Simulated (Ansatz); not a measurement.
Steps of a relaxation of CH5GeN, SMILES `[CH2]1[NH][GeH2]1` with RKS PBE0-D4/def2-TZVP.

```sh
$ ansatz run in.yaml --threads 2 --pin off --events-out ev --progress --plain --max-ram 4352MiB
```

```yaml
crystal:
  periodic: [false, false, false]
  atoms:
    - {symbol: C, position_ang: [-0.659856, 0.459069, -0.546925]}
    - {symbol: N, position_ang: [-0.316488, 0.602491, 0.880743]}
    - {symbol: Ge, position_ang: [0.556533, -0.911464, 0.096069]}
    - {symbol: H, position_ang: [-1.711966, 0.183840, -0.746072]}
    - {symbol: H, position_ang: [-0.256867, 1.181135, -1.284786]}
    - {symbol: H, position_ang: [0.324602, 1.394798, 1.031958]}
    - {symbol: H, position_ang: [2.054955, -0.728913, -0.210110]}
    - {symbol: H, position_ang: [0.101187, -2.238056, 0.723323]}
basis:
  gaussian: {orbitals: def2-TZVP}
hamiltonian: {xc: pbe0, dispersion: d4}
relax: {f_tol: 0.005, max_steps: 150}
```

Positions (Å) and forces (eV/Å) along the path, 9 of 9 steps:

```xyz
8
step=1 energy=-59115.9750 eV
C    -0.660    0.459   -0.547   -0.091   -0.117   -0.318
N    -0.316    0.602    0.881    0.567    0.161   -0.257
Ge    0.557   -0.911    0.096   -0.267    0.475    0.089
H    -1.712    0.184   -0.746    0.576    0.189    0.170
H    -0.257    1.181   -1.285   -0.212   -0.376    0.470
H     0.325    1.395    1.032   -0.410   -0.498   -0.120
H     2.055   -0.729   -0.210   -0.242   -0.047    0.085
H     0.101   -2.238    0.723    0.078    0.212   -0.120
8
step=2 energy=-59116.0067 eV
C    -0.658    0.449   -0.550   -0.030   -0.031   -0.120
N    -0.308    0.600    0.872    0.242   -0.019   -0.085
Ge    0.555   -0.904    0.093   -0.186    0.293    0.079
H    -1.704    0.192   -0.729    0.181    0.016    0.032
H    -0.266    1.171   -1.272   -0.054   -0.115    0.137
H     0.324    1.386    1.012   -0.121   -0.147   -0.013
H     2.046   -0.728   -0.185   -0.035   -0.012   -0.009
H     0.102   -2.224    0.704    0.004    0.015   -0.021
8
step=3 energy=-59116.0113 eV
C    -0.655    0.447   -0.549   -0.011   -0.029   -0.071
N    -0.304    0.600    0.871    0.030   -0.038    0.013
Ge    0.551   -0.893    0.099   -0.009    0.028    0.046
H    -1.692    0.181   -0.730   -0.029    0.014    0.017
H    -0.266    1.167   -1.266    0.009    0.021   -0.009
H     0.324    1.383    1.012   -0.007    0.031    0.018
H     2.038   -0.725   -0.192    0.017   -0.010   -0.008
H     0.095   -2.215    0.699    0.000   -0.016   -0.006
8
step=4 energy=-59116.0105 eV rejected
C    -0.655    0.443   -0.548    0.041   -0.010   -0.059
N    -0.296    0.608    0.870   -0.035   -0.044    0.044
Ge    0.553   -0.892    0.111    0.012    0.075   -0.022
H    -1.695    0.182   -0.718   -0.020    0.004    0.004
H    -0.267    1.159   -1.270   -0.003    0.010   -0.006
H     0.319    1.403    1.007    0.011   -0.037    0.011
H     2.041   -0.730   -0.181    0.002   -0.014   -0.023
H     0.093   -2.230    0.673   -0.008    0.016    0.050
8
step=5 energy=-59116.0121 eV
C    -0.654    0.444   -0.552   -0.014   -0.015   -0.036
N    -0.302    0.600    0.870    0.019    0.001    0.029
Ge    0.553   -0.892    0.106    0.001    0.012    0.003
H    -1.694    0.185   -0.726   -0.005    0.001   -0.004
H    -0.265    1.166   -1.268    0.006    0.004   -0.003
H     0.318    1.390    1.014   -0.007    0.001    0.012
H     2.041   -0.731   -0.193    0.001   -0.005   -0.007
H     0.096   -2.220    0.693   -0.001    0.000    0.005
8
step=6 energy=-59116.0120 eV rejected
C    -0.653    0.443   -0.555    0.011    0.004    0.094
N    -0.302    0.600    0.873   -0.028   -0.042   -0.082
Ge    0.554   -0.890    0.109   -0.007    0.010    0.005
H    -1.693    0.185   -0.731    0.001    0.010    0.009
H    -0.262    1.166   -1.267    0.008    0.002   -0.016
H     0.311    1.393    1.022    0.004    0.013   -0.008
H     2.039   -0.737   -0.206    0.012    0.001    0.003
H     0.098   -2.217    0.699   -0.001    0.001   -0.004
8
step=7 energy=-59116.0123 eV
C    -0.654    0.443   -0.553   -0.004   -0.002    0.007
N    -0.302    0.599    0.871    0.005    0.003   -0.006
Ge    0.554   -0.890    0.107    0.001   -0.002   -0.001
H    -1.695    0.186   -0.727    0.002    0.002   -0.003
H    -0.263    1.165   -1.268    0.002    0.000    0.000
H     0.313    1.392    1.018   -0.005    0.000    0.004
H     2.041   -0.734   -0.199   -0.001   -0.001   -0.002
H     0.097   -2.218    0.695    0.001    0.001    0.001
8
step=8 energy=-59116.0123 eV
C    -0.653    0.443   -0.553   -0.004    0.000    0.009
N    -0.302    0.599    0.871    0.005   -0.001   -0.008
Ge    0.554   -0.890    0.108    0.000    0.000    0.000
H    -1.694    0.187   -0.728    0.000    0.001   -0.002
H    -0.261    1.165   -1.267    0.001   -0.001   -0.001
H     0.311    1.393    1.019   -0.002   -0.001    0.002
H     2.040   -0.736   -0.203    0.000    0.001    0.001
H     0.098   -2.218    0.697    0.000    0.001    0.001
8
step=9 energy=-59116.0123 eV
C    -0.654    0.443   -0.553    0.002    0.002   -0.001
N    -0.302    0.599    0.871   -0.001    0.000    0.003
Ge    0.554   -0.890    0.107    0.001   -0.005    0.003
H    -1.695    0.188   -0.729   -0.001   -0.002    0.000
H    -0.260    1.163   -1.268    0.000    0.005   -0.001
H     0.310    1.393    1.021    0.000    0.001   -0.002
H     2.040   -0.735   -0.203   -0.001    0.000   -0.001
H     0.099   -2.218    0.698    0.000   -0.001    0.000
```

It took 28 s on 2 threads of an Arm Neoverse V1 on a shared host, with 0.29 GiB of host memory at the peak.
